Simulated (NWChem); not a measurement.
Everything below was run with NWChem. System: I₂, charge 0, spin multiplicity 1, displaced from the optimised geometry. Level: MP2/def2-SVP with def2 effective core potentials on I, 8 core orbitals frozen, spin-restricted.

NWChem printed:

```
             Northwest Computational Chemistry Package (NWChem) 7.3.0
             --------------------------------------------------------

                                NWChem Input Module
                                -------------------

 Scaling coordinates for geometry "geometry" by  1.889725989
 (inverse scale =  0.529177249)

                             Geometry "geometry" -> ""
                             -------------------------

 Output coordinates in angstroms (scale by  1.889725989 to convert to a.u.)

  No.       Tag          Charge          X              Y              Z
 ---- ---------------- ---------- -------------- -------------- --------------
    1 I                   53.0000     0.00000000     0.00000000     2.68244100
    2 I                   53.0000     0.00000000     0.00000000    -1.34122000

 Effective nuclear repulsion energy (a.u.)     369.4294555233

            Nuclear Dipole moment (a.u.)
            ----------------------------
        X                 Y               Z
 ---------------- ---------------- ----------------
     0.0000000000     0.0000000000   134.3306295469


 Summary of "ao basis" -> "" (spherical)
 ------------------------------------------------------------------------------
       Tag                 Description            Shells   Functions and Types
 ---------------- ------------------------------  ------  ---------------------
 *                          def2-svp                  on all atoms

 Summary of "ao basis" -> "ao basis" (spherical)
 ------------------------------------------------------------------------------
       Tag                 Description            Shells   Functions and Types
 ---------------- ------------------------------  ------  ---------------------
 I                          def2-svp                10       26   4s4p2d

                                 NWChem SCF Module
                                 -----------------

  ao basis        = "ao basis"
  functions       =    52
  atoms           =     2
  closed shells   =    25
  open shells     =     0
  charge          =   0.00
  wavefunction    = RHF
  use symmetry    = F
  symmetry adapt  = F

 Summary of "ao basis" -> "ao basis" (spherical)
 ------------------------------------------------------------------------------
       Tag                 Description            Shells   Functions and Types
 ---------------- ------------------------------  ------  ---------------------
 I                          def2-svp                10       26   4s4p2d

 Forming initial guess at       0.0s

      Superposition of Atomic Density Guess
      -------------------------------------

 Sum of atomic energies:        -694.25423975

      Non-variational initial energy
      ------------------------------

 Total energy =    -593.010447
 1-e energy   =   -1199.213775
 2-e energy   =     524.005602
 HOMO         =      -0.335985
 LUMO         =      -0.305136

 Starting SCF solution at       0.2s

 ----------------------------------------------
         Quadratically convergent ROHF

 Convergence threshold     :          1.000E-07
 Maximum no. of iterations :          100
 Final Fock-matrix accuracy:          1.000E-09
 ----------------------------------------------

              iter       energy          gnorm     gmax       time
             ----- ------------------- --------- --------- --------
                 1     -593.2098175137  1.86D-01  8.49D-02      0.2
                 2     -593.2149837734  8.49D-03  3.08D-03      0.2
                 3     -593.2149894052  4.35D-05  1.64D-05      0.2
                 4     -593.2149894053  8.99D-09  3.67D-09      0.2

       Final RHF  results
       ------------------

         Total SCF energy =   -593.214989405340
      One-electron energy =  -1198.349438451082
      Two-electron energy =    522.936723982718
 Nuclear repulsion energy =     82.197725063024

        Time for solution =      0.0s

             Final eigenvalues
             -----------------

              1
    1   -7.7785
    2   -7.7785
    3   -5.6381
    4   -5.6381
    5   -5.6202
    6   -5.6202
    7   -5.6202
    8   -5.6202
    9   -2.3324
   10   -2.3321
   11   -2.3261
[...]
    12      0.444617  1 I  py                38     -0.444617  2 I  py
    15      0.386050  1 I  py                41     -0.386050  2 I  py
     9     -0.177601  1 I  py                35      0.177601  2 I  py

 Vector   24  Occ=2.000000D+00  E=-3.942452D-01
              MO Center= -4.2D-15,  1.5D-15,  6.7D-01, r^2= 6.1D+00
   Bfn.  Coefficient  Atom+Function         Bfn.  Coefficient  Atom+Function
  ----- ------------  ---------------      ----- ------------  ---------------
    11      0.444617  1 I  px                37     -0.444617  2 I  px
    14      0.386050  1 I  px                40     -0.386050  2 I  px
     8     -0.177601  1 I  px                34      0.177601  2 I  px

 Vector   25  Occ=2.000000D+00  E=-3.565189D-01
              MO Center= -8.2D-16,  1.6D-16,  6.7D-01, r^2= 5.7D+00
   Bfn.  Coefficient  Atom+Function         Bfn.  Coefficient  Atom+Function
  ----- ------------  ---------------      ----- ------------  ---------------
    16      0.404304  1 I  pz                42     -0.404304  2 I  pz
    13      0.372709  1 I  pz                39     -0.372709  2 I  pz
    10     -0.159098  1 I  pz                36      0.159098  2 I  pz

 Vector   26  Occ=0.000000D+00  E=-1.573561D-01
              MO Center=  6.4D-16, -2.5D-16,  6.7D-01, r^2= 6.4D+00
   Bfn.  Coefficient  Atom+Function         Bfn.  Coefficient  Atom+Function
  ----- ------------  ---------------      ----- ------------  ---------------
    16      0.455179  1 I  pz                42      0.455179  2 I  pz
    13      0.413333  1 I  pz                39      0.413333  2 I  pz
    10     -0.174478  1 I  pz                36     -0.174478  2 I  pz

 Vector   27  Occ=0.000000D+00  E= 3.548753D-01
              MO Center= -3.2D-15,  7.6D-15,  6.7D-01, r^2= 6.2D+00
   Bfn.  Coefficient  Atom+Function         Bfn.  Coefficient  Atom+Function
  ----- ------------  ---------------      ----- ------------  ---------------
     3      1.571269  1 I  s                 29      1.571269  2 I  s
     4     -1.328160  1 I  s                 30     -1.328159  2 I  s
     2     -0.297446  1 I  s                 28     -0.297446  2 I  s
     1     -0.243540  1 I  s                 27     -0.243540  2 I  s
    13     -0.209028  1 I  pz                39      0.209028  2 I  pz

 Vector   28  Occ=0.000000D+00  E= 4.260679D-01
              MO Center=  5.9D-15, -2.2D-15,  6.7D-01, r^2= 9.3D+00
   Bfn.  Coefficient  Atom+Function         Bfn.  Coefficient  Atom+Function
  ----- ------------  ---------------      ----- ------------  ---------------
     3      1.604486  1 I  s                 29     -1.604486  2 I  s
     4     -1.405827  1 I  s                 30      1.405827  2 I  s
    13      0.358084  1 I  pz                39      0.358084  2 I  pz
     2     -0.295723  1 I  s                 28      0.295723  2 I  s
    16     -0.262883  1 I  pz                42     -0.262883  2 I  pz

 center of mass
 --------------
 x =   0.00000000 y =   0.00000000 z =   1.26727009

 moments of inertia (a.u.)
 ------------------
        3668.372541901379           0.000000000000           0.000000000000
           0.000000000000        3668.372541901379           0.000000000000
           0.000000000000           0.000000000000           0.000000000000

  Mulliken analysis of the total density
  --------------------------------------

    Atom       Charge   Shell Charges
 -----------   ------   -------------------------------------------------------
    1 I   25    25.00   1.83  0.22  1.27  0.68  2.94  3.11  2.38  2.56  9.83  0.17
    2 I   25    25.00   1.83  0.22  1.27  0.68  2.94  3.11  2.38  2.56  9.83  0.17

       Multipole analysis of the density wrt the origin
       ------------------------------------------------

     L   x y z        total         open         nuclear
     -   - - -        -----         ----         -------
     0   0 0 0      0.000000      0.000000     50.000000

     1   1 0 0      0.000000      0.000000      0.000000
     1   0 1 0     -0.000000      0.000000      0.000000
     1   0 0 1      0.000000      0.000000     63.363505

     2   2 0 0    -41.666898      0.000000      0.000000
     2   1 1 0     -0.000000      0.000000      0.000000
     2   1 0 1      0.000000      0.000000      0.000000
     2   0 2 0    -41.666898      0.000000      0.000000
     2   0 1 1      0.000000      0.000000      0.000000
     2   0 0 2    -33.770907      0.000000    802.986022

                   NWChem MP2 Semi-direct Energy/Gradient Module
                   ---------------------------------------------

  Basis functions       =     52
  Molecular orbitals    =     52
  Frozen core           =      8
  Frozen virtuals       =      0
  Active alpha occupied =     17
  Active beta occupied  =     17
  Active alpha virtual  =     27
  Active beta virtual   =     27
  Use MO symmetry       = F
  Use skeleton AO sym   = F

  AO/Fock/Back tols     =   1.0D-09  1.0D-09  1.0D-09

 GA uses MA = F    GA memory limited = T

 Available:
  local mem=  1.26D+08
 global mem=  1.44D+08
 local disk=  0.00D+00
  mp2_memr nvloc                    27
  nvloc new                    27
   1 passes of  17:        3145728                      17220                   1991336.
   1 passes of  17: M    126150307           G      144173792           F     123004579.

 Semi-direct pass number   1 of   1  for RHF alpha+beta  at        0.2s
  vrange nnbf                  1273
  mp2_eaftype                    10  avail_ma_in_mb                  1099
 EAF : mp2_eaftype filesize          10     995668.
  mp2_eaf for mointskh                     10
Node 0 wrote      4.7 Mb in      0.0 s     Agg I/O rate:  1498.1 Mb/s
 Done moints_semi at        0.7s
  mp2_eaftype                    10  avail_ma_in_mb                  1089
 EAF : mp2_eaftype filesize          10     995668.
  mp2_eaf for kh                    10
 Done maket at        0.7s
 Done multipass loop at        0.7s

          -------------------------------------------
          SCF energy                -593.214989405340
          Correlation energy          -0.259429446330
          Singlet pairs               -0.156562296073
          Triplet pairs               -0.102867150257
          Total MP2 energy          -593.474418851669
          -------------------------------------------

          ---------------------------------------------------
                    Spin Component Scaled (SCS) MP2
          Same spin pairs                     -0.068578100171
          Same spin scaling factor             0.333333333333
          Opposite spin pairs                 -0.190851346158
          Opposite spin scaling fact.          1.200000000000
          SCS-MP2 correlation energy          -0.251880982114
          Total SCS-MP2 energy              -593.466870387454
          ---------------------------------------------------

 -----------------------
 Performance information
 -----------------------

 Timer overhead =  1.33D-07 seconds/call

               Nr. of calls         CPU time (s)                 Wall time (s)                GFlops
             ---------------    -------------------     ------------------------------   -------------------
Name         Min   Avg   Max    Min     Avg     Max     Min     Avg     Max   Mx/calls   Min     Max     Sum
mp2: moin     1     1     1   0.47    0.47    0.47     0.47    0.47    0.47    0.47      0.0     0.0     0.0
mp2: make     1     1     1   2.85E-2 2.85E-2 2.85E-2  2.85E-2 2.85E-2 2.85E-2 2.85E-2   0.0     0.0     0.0
mp2: tota     1     1     1   0.51    0.51    0.51     0.51    0.51    0.51    0.51      0.0     0.0     0.0

 The average no. of pstat calls per process was 3.00D+00
 with a timing overhead of 4.00D-07s

 Task  times  cpu:        0.7s     wall:        0.7s

 Total times  cpu:        0.7s     wall:        0.7s
```

**Question.** Write an NWChem input that would produce this output.

**Answer.** This is not unique; one that fits is 
```
start mol
memory heap 200 mb stack 900 mb global 1100 mb
geometry units angstroms nocenter noautoz noautosym
  I      0.000000     0.000000     2.682441
  I      0.000000     0.000000    -1.341220
end
basis spherical
  * library def2-svp
end
ecp
  I library def2-ecp
end
scf
  rhf
  nopen 0
  maxiter 100
  thresh 1e-7
  semidirect memsize 60000000 filesize 0
end
mp2
  freeze core 8
end
task mp2 energy
```
